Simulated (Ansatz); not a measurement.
Reaction (cleavage of the Si–Si bond): `N[SiH2][SiH](N)F` + `OCO` → `N[SiH2]OCO` + `N[SiH2]F`

Program: Ansatz. Geometries: PBE0-D4/def2-TZVP. ΔE: electronic, gas phase. CBS: MP2 limit from def2 TZ/QZ plus the TZ coupled-cluster correction, frozen cores. This one scheme is used for every species. Functionals use def2-TZVPP. B3LYP here is the variant with VWN-RPA as its local correlation; programs differ in this. Each species was taken in one conformer, which may not be the lowest.

```json
{"level": "PBE-D4", "ΔE (kJ/mol)": "-92.5", "difference from CCSD(T)/CBS": "27.1"}
{"level": "r2SCAN-D4", "ΔE (kJ/mol)": "-114.2", "difference from CCSD(T)/CBS": "5.4"}
{"level": "PBE0-D4", "ΔE (kJ/mol)": "-100.6", "difference from CCSD(T)/CBS": "19.0"}
{"level": "B3LYP-D4", "ΔE (kJ/mol)": "-115.1", "difference from CCSD(T)/CBS": "4.5"}
{"level": "ωB97X-V", "ΔE (kJ/mol)": "-115.4", "difference from CCSD(T)/CBS": "4.2"}
{"level": "ωB97M-V", "ΔE (kJ/mol)": "-121.9", "difference from CCSD(T)/CBS": "-2.3"}
{"level": "B2PLYP", "ΔE (kJ/mol)": "-124.0", "difference from CCSD(T)/CBS": "-4.4"}
{"level": "PBE", "ΔE (kJ/mol)": "-94.6", "difference from CCSD(T)/CBS": "25.0"}
{"level": "r2SCAN", "ΔE (kJ/mol)": "-114.7", "difference from CCSD(T)/CBS": "4.9"}
{"level": "PBE0", "ΔE (kJ/mol)": "-102.7", "difference from CCSD(T)/CBS": "16.9"}
{"level": "B3LYP", "ΔE (kJ/mol)": "-118.6", "difference from CCSD(T)/CBS": "1.0"}
{"level": "HF/def2-TZVPP", "ΔE (kJ/mol)": "-141.2", "difference from CCSD(T)/CBS": "-21.6"}
{"level": "MP2/def2-TZVPP", "ΔE (kJ/mol)": "-128.5", "difference from CCSD(T)/CBS": "-8.9"}
{"level": "SCS-MP2/def2-TZVPP", "ΔE (kJ/mol)": "-130.7", "difference from CCSD(T)/CBS": "-11.1"}
{"level": "CCSD/def2-TZVPP", "ΔE (kJ/mol)": "-123.3", "difference from CCSD(T)/CBS": "-3.7"}
{"level": "CCSD(T)/def2-TZVPP", "ΔE (kJ/mol)": "-120.8", "difference from CCSD(T)/CBS": "-1.2"}
{"level": "HF/def2-QZVPP", "ΔE (kJ/mol)": "-143.3", "difference from CCSD(T)/CBS": "-23.7"}
{"level": "MP2/def2-QZVPP", "ΔE (kJ/mol)": "-128.6", "difference from CCSD(T)/CBS": "-9.0"}
{"level": "SCS-MP2/def2-QZVPP", "ΔE (kJ/mol)": "-130.6", "difference from CCSD(T)/CBS": "-11.0"}
{"level": "HF/CBS(def2)", "ΔE (kJ/mol)": "-143.6", "difference from CCSD(T)/CBS": "-24.0"}
{"level": "MP2/CBS(def2)", "ΔE (kJ/mol)": "-127.4", "difference from CCSD(T)/CBS": "-7.8"}
{"level": "CCSD/CBS(def2)", "ΔE (kJ/mol)": "-122.1", "difference from CCSD(T)/CBS": "-2.5"}
{"level": "CCSD(T)/CBS", "ΔE (kJ/mol)": "-119.6", "difference from CCSD(T)/CBS": "0"}
```

Largest T1 diagnostic among the species: 0.011.

From PBE to PBE0 (25 % exact exchange), in def2-TZVPP and without D4, ΔE moves by −8.0 kJ/mol. In def2-TZVPP, CCSD(T) changes the Hartree–Fock value by +20.5 kJ/mol (the triples alone add +2.5 kJ/mol) and MP2 by +12.7 kJ/mol.

CCSD(T)/CBS has its own doubt, a few kJ/mol and more with outer-core shells, so smaller differences from it don't rank the levels.
